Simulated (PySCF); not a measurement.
AlBH5N2, BH3NO, BFH4NSi, BH5NSi and others (calculated)

Calculation on a computer-drawn molecule: the log of a Hartree-Fock and frozen-core CCSD(T) single point meant for a local Hartree-Fock minimum, with one planted fault or none, to be diagnosed. Offsets are logged minus clean, where the clean run is the same molecule without the fault. The reference is restricted for singlets and unrestricted otherwise, and also for a bond in bohr or an excited solution. Adding or removing an electron swaps singlet and doublet. The excited solution moves the top pair (singlet) or top alpha electron (doublet) to the lowest empty orbital. Highest occupied and lowest empty are orbital energies over both spins, largest force is the largest gradient component, triples share is (T) over the correlation energy, the T1 limit is 0.02 restricted and 0.045 unrestricted, electrons count all cores, a negative frequency is imaginary (commonest isotopes), and the dipole is about the centre of nuclear charge. Program: PySCF 2.14.0.

Common to all runs: logged SCF converged yes; possible faults no fault, one electron removed, one electron added, multiplicity raised by two, geometry at a saddle point, SCF held on an excited solution, minimal basis STO-3G, one bond length entered in bohr, all coordinates scaled.

(1) AlBH5N2

Logged structure:
```xyz
9
AlBH5N2
N     -0.4992    -2.6321     0.3073
B     -0.4212    -1.1934     0.6384
N     -0.4656    -0.0999    -0.3951
Al    -0.3761     1.7593    -0.1087
H     -0.4677    -3.3774     1.0416
H     -0.5929    -3.0051    -0.6682
H     -0.3111    -0.8763     1.8602
H     -0.5584    -0.4365    -1.3933
H     -0.4539     2.7073    -1.4882
```

- meant charge: 0
- meant multiplicity: 2
- meant basis: cc-pV(D+d)Z
- logged electrons: 37
- logged basis functions: 90
- logged spin squared: 0.7563
- logged highest occupied: -8.3045 eV
- logged lowest empty: 1.2198 eV
- logged largest force: 0.040062 hartree/bohr
- logged T1 diagnostic: 0.017137
- logged D1 diagnostic: 0.051061
- logged triples share: 0.029642
- logged CC converged: yes
- logged dipole magnitude: 1.3067 debye
- logged SCF stable within its kind: yes
- logged energy HF: -378.48559 hartree
- logged energy CCSD(T): -379.01886 hartree
- planted fault: all coordinates scaled, by +5.0 %
- HF energy offset from clean run: 12.49 kcal/mol
- CCSD(T) energy offset from clean run: 6.316 kcal/mol

Drawn bonds:
```tsv
atom	other atom	order
1	2	1
2	3	1
3	4	1
1	5	1
1	6	1
2	7	1
3	8	1
4	9	1
```

(2) BH3NO

Logged structure:
```xyz
6
BH3NO
N      0.7559    -0.0196     0.0000
B     -0.7225     0.0613     0.0000
O     -1.4147     1.1404     0.0000
H      1.2617    -0.8768     0.0000
H      1.3213     0.8023     0.0000
H     -1.2017    -1.1077     0.0000
```

- meant charge: -1
- meant multiplicity: 1
- meant basis: aug-cc-pVDZ
- logged electrons: 24
- logged basis functions: 96
- logged spin squared: 0
- logged highest occupied: -3.9042 eV
- logged lowest empty: 4.0634 eV
- logged largest force: 4.553e-05 hartree/bohr
- logged lowest frequency: -301.42 cm⁻¹
- logged T1 diagnostic: 0.019674
- logged D1 diagnostic: 0.054428
- logged triples share: 0.033653
- logged CC converged: yes
- logged dipole magnitude: 4.6077 debye
- logged SCF stable within its kind: yes
- logged energy HF: -155.83448 hartree
- logged energy CCSD(T): -156.35891 hartree
- planted fault: geometry at a saddle point
- HF energy offset from clean run: 0.3389 kcal/mol
- CCSD(T) energy offset from clean run: 0.5128 kcal/mol

Drawn bonds:
```tsv
atom	other atom	order
1	2	1
2	3	1
1	4	1
1	5	1
2	6	1
```

(3) BFH4NSi

Logged structure:
```xyz
8
BFH4NSi
N     -0.1931     2.3204     0.6899
B      0.6960     1.3019     0.8552
Si     0.2436    -0.2019     2.1914
F      1.2879    -1.3566     2.3639
H     -0.0003     3.0676     0.0458
H     -1.0726     2.4324     1.1552
H      1.7350     1.1855     0.2942
H     -0.9087    -0.4378     3.0639
```

* meant charge: 1
* meant multiplicity: 1
* meant basis: cc-pV(D+d)Z
* logged electrons: 38
* logged basis functions: 85
* logged spin squared: 0
* logged highest occupied: -12.381 eV
* logged lowest empty: -11.126 eV
* logged largest force: 0.097742 hartree/bohr
* logged CC converged: no
* logged dipole magnitude: 5.6543 debye
* logged SCF stable within its kind: no
* logged energy HF: -469.24058 hartree
* planted fault: SCF held on an excited solution
* HF energy offset from clean run: 256.5 kcal/mol

Drawn bonds:
```tsv
atom	other atom	order
1	2	1
2	3	1
3	4	1
1	5	1
1	6	1
2	7	1
3	8	1
```

Notes: CCSD not converged.

(4) BH5NSi

Logged structure:
```xyz
8
BH5NSi
N     -0.0772     2.1605    -0.7387
B      1.1209     1.4737    -0.3898
Si     1.9866     0.0041    -1.5000
H     -0.6379     1.8836    -1.5143
H     -0.4145     2.9666    -0.2605
H      1.6721     1.9504     0.5911
H      2.3741    -1.0147    -0.4288
H      0.7707    -0.7127    -2.1058
```

- meant charge: -1
- meant multiplicity: 1
- meant basis: aug-cc-pV(D+d)Z
- logged electrons: 32
- logged basis functions: 123
- logged spin squared: 2.0094
- logged highest occupied: 0.8195 eV
- logged lowest empty: 2.8812 eV
- logged largest force: 0.048071 hartree/bohr
- logged T1 diagnostic: 0.034218
- logged D1 diagnostic: 0.17189
- logged triples share: 0.034708
- logged CC converged: yes
- logged dipole magnitude: 12.012 debye
- logged SCF stable within its kind: yes
- logged energy HF: -370.94048 hartree
- logged energy CCSD(T): -371.36935 hartree
- planted fault: multiplicity raised by two
- HF energy offset from clean run: 29.06 kcal/mol
- CCSD(T) energy offset from clean run: 45.92 kcal/mol

Drawn bonds:
```tsv
atom	other atom	order
1	2	1
2	3	1
1	4	1
1	5	1
2	6	1
3	7	1
3	8	1
```

Notes: highest electron not bound in this basis.

(5) BFH5NSi

Logged structure:
```xyz
9
BFH5NSi
N     -0.8851    -1.5484    -1.8595
B      0.4364    -1.5033    -1.2758
Si     1.3138    -3.2297    -0.4106
F      1.9010    -2.8620     1.1373
H     -1.4892    -2.3966    -1.8684
H     -1.3348    -0.7195    -2.3026
H      1.0575    -0.4155    -1.3158
H      2.5174    -3.7505    -1.2235
H      0.3125    -4.3939    -0.2352
```

* meant charge: 0
* meant multiplicity: 1
* meant basis: cc-pV(D+d)Z
* logged electrons: 40
* logged basis functions: 90
* logged spin squared: 0
* logged highest occupied: -10.98 eV
* logged lowest empty: 2.4681 eV
* logged largest force: 0.035219 hartree/bohr
* logged T1 diagnostic: 0.015797
* logged D1 diagnostic: 0.058152
* logged triples share: 0.023831
* logged CC converged: yes
* logged dipole magnitude: 3.9526 debye
* logged SCF stable within its kind: yes
* logged energy HF: -470.50416 hartree
* logged energy CCSD(T): -471.10765 hartree
* planted fault: all coordinates scaled, by +4.2 %
* HF energy offset from clean run: 8.905 kcal/mol
* CCSD(T) energy offset from clean run: 4.739 kcal/mol

Drawn bonds:
```tsv
atom	other atom	order
1	2	1
2	3	1
3	4	1
1	5	1
1	6	1
2	7	1
3	8	1
3	9	1
```

(6) BH8NSi2

Logged structure:
```xyz
12
BH8NSi2
N      0.4597    -2.3219    -0.9864
B      1.0632    -1.4330    -0.1077
Si     0.1966     0.3516     0.3856
Si    -0.3947     0.4393     2.6800
H     -0.4131    -2.1476    -1.4404
H      0.8657    -3.2022    -1.2309
H      3.0594    -2.0385     0.8017
H      1.1311     1.4802     0.1225
H     -1.0386     0.6030    -0.4124
H      0.8029     0.2440     3.5354
H     -1.0066     1.7466     3.0255
H     -1.3723    -0.6303     3.0069
```

- meant charge: 0
- meant multiplicity: 1
- meant basis: cc-pV(D+d)Z
- logged electrons: 48
- logged basis functions: 114
- logged spin squared: 0.6203
- logged highest occupied: -8.7701 eV
- logged lowest empty: 2.5815 eV
- logged largest force: 0.023349 hartree/bohr
- logged T1 diagnostic: 0.055538
- logged D1 diagnostic: 0.26697
- logged triples share: 0.032849
- logged CC converged: yes
- logged dipole magnitude: 2.9795 debye
- logged SCF stable within its kind: yes
- logged energy HF: -661.57976 hartree
- logged energy CCSD(T): -662.12849 hartree
- planted fault: one bond length entered in bohr, row 6 of the drawn bonds
- HF energy offset from clean run: 73.88 kcal/mol
- CCSD(T) energy offset from clean run: 73.08 kcal/mol

Drawn bonds:
```tsv
atom	other atom	order
1	2	1
2	3	1
3	4	1
1	5	1
1	6	1
2	7	1
3	8	1
3	9	1
4	10	1
4	11	1
4	12	1
```

Notes: T1 above single-reference limit.

(7) BH8NSi2

Logged structure:
```xyz
12
BH8NSi2
N      0.4597    -2.3219    -0.9864
B      1.0632    -1.4330    -0.1077
Si     0.1966     0.3516     0.3856
Si    -0.3947     0.4393     2.6800
H     -0.4131    -2.1476    -1.4404
H      0.8657    -3.2022    -1.2309
H      2.1195    -1.7534     0.3735
H      1.1311     1.4802     0.1225
H     -1.0386     0.6030    -0.4124
H      0.8029     0.2440     3.5354
H     -1.0066     1.7466     3.0255
H     -1.3723    -0.6303     3.0069
```

- meant charge: 0
- meant multiplicity: 1
- meant basis: cc-pV(D+d)Z
- logged electrons: 47
- logged basis functions: 114
- logged spin squared: 0.7961
- logged highest occupied: -15.953 eV
- logged lowest empty: -7.7914 eV
- logged largest force: 0.077938 hartree/bohr
- logged T1 diagnostic: 0.022679
- logged D1 diagnostic: 0.10753
- logged triples share: 0.029742
- logged CC converged: yes
- logged dipole magnitude: 1.8514 debye
- logged SCF stable within its kind: yes
- logged energy HF: -661.36721 hartree
- logged energy CCSD(T): -661.89766 hartree
- planted fault: one electron removed
- HF energy offset from clean run: 207.3 kcal/mol
- CCSD(T) energy offset from clean run: 217.9 kcal/mol

Drawn bonds:
```tsv
atom	other atom	order
1	2	1
2	3	1
3	4	1
1	5	1
1	6	1
2	7	1
3	8	1
3	9	1
4	10	1
4	11	1
4	12	1
```

(8) BH4NSi

Logged structure:
```xyz
7
BH4NSi
N     -0.0991     0.9122    -0.3453
B      0.7344    -0.1070     0.1087
Si     0.2046    -1.9831     0.7466
H     -1.0891     0.8284    -0.4440
H      0.2471     1.8082    -0.6218
H      1.9166     0.1484     0.1854
H      0.5611    -2.6392    -0.5771
```

- meant charge: 0
- meant multiplicity: 1
- meant basis: cc-pV(D+d)Z
- logged electrons: 30
- logged basis functions: 71
- logged spin squared: 0
- logged highest occupied: -5.7618 eV
- logged lowest empty: -1.6327 eV
- logged largest force: 0.058174 hartree/bohr
- logged dipole magnitude: 2.6328 debye
- logged SCF stable within its kind: no
- logged energy HF: -370.18822 hartree
- planted fault: SCF held on an excited solution
- HF energy offset from clean run: 112.1 kcal/mol

Drawn bonds:
```tsv
atom	other atom	order
1	2	1
2	3	1
1	4	1
1	5	1
2	6	1
3	7	1
```

Notes: coupled-cluster numbers left out as unreliable.

(9) BH6N2Si

Logged structure:
```xyz
10
BH6N2Si
N      0.3957     2.3180     1.5358
B      1.0037     2.1283     0.2995
Si     0.3456     0.6544    -0.9320
N     -1.0312    -0.1833    -0.2613
H     -0.4198     1.8145     1.8195
H      0.6942     3.0073     2.1949
H      1.9470     2.8191     0.0125
H     -0.0705     1.1347    -2.2781
H     -1.6920    -0.5941    -0.8956
H     -0.8721    -0.8168     0.5014
```

- meant charge: 0
- meant multiplicity: 2
- meant basis: cc-pV(D+d)Z
- logged electrons: 39
- logged basis functions: 95
- logged spin squared: 0.8052
- logged highest occupied: -2.9034 eV
- logged lowest empty: -0.39416 eV
- logged largest force: 0.054715 hartree/bohr
- logged dipole magnitude: 4.3255 debye
- logged SCF stable within its kind: no
- logged energy HF: -425.88358 hartree
- planted fault: SCF held on an excited solution
- HF energy offset from clean run: 100.1 kcal/mol

Drawn bonds:
```tsv
atom	other atom	order
1	2	1
2	3	1
3	4	1
1	5	1
1	6	1
2	7	1
3	8	1
4	9	1
4	10	1
```

Notes: coupled-cluster numbers left out as unreliable.

(10) CH7NSi2

Logged structure:
```xyz
11
CH7NSi2
N     -2.2880     0.3469    -0.1538
C     -1.0874     0.6661    -0.8244
Si    -0.5902     2.2227    -1.3673
Si     0.0087    -0.8112    -1.1991
H     -2.8297     1.1419     0.1311
H     -2.1538    -0.2547     0.6397
H      0.5934     2.3697    -2.2202
H     -1.4312     3.4230    -1.2070
H      0.3021    -1.5378     0.0643
H      1.2771    -0.3578    -1.8099
H     -0.6692    -1.7670    -2.1071
```

- meant charge: 0
- meant multiplicity: 1
- meant basis: cc-pV(D+d)Z
- logged electrons: 49
- logged basis functions: 109
- logged spin squared: 0.7808
- logged highest occupied: 0.64085 eV
- logged lowest empty: 8.479 eV
- logged largest force: 0.055181 hartree/bohr
- logged T1 diagnostic: 0.017247
- logged D1 diagnostic: 0.075725
- logged triples share: 0.030445
- logged CC converged: yes
- logged dipole magnitude: 3.2513 debye
- logged SCF stable within its kind: yes
- logged energy HF: -674.1406 hartree
- logged energy CCSD(T): -674.73721 hartree
- planted fault: one electron added
- HF energy offset from clean run: 34.33 kcal/mol
- CCSD(T) energy offset from clean run: 30.58 kcal/mol

Drawn bonds:
```tsv
atom	other atom	order
1	2	1
2	3	2
2	4	1
1	5	1
1	6	1
3	7	1
3	8	1
4	9	1
4	10	1
4	11	1
```

Notes: highest electron not bound in this basis.
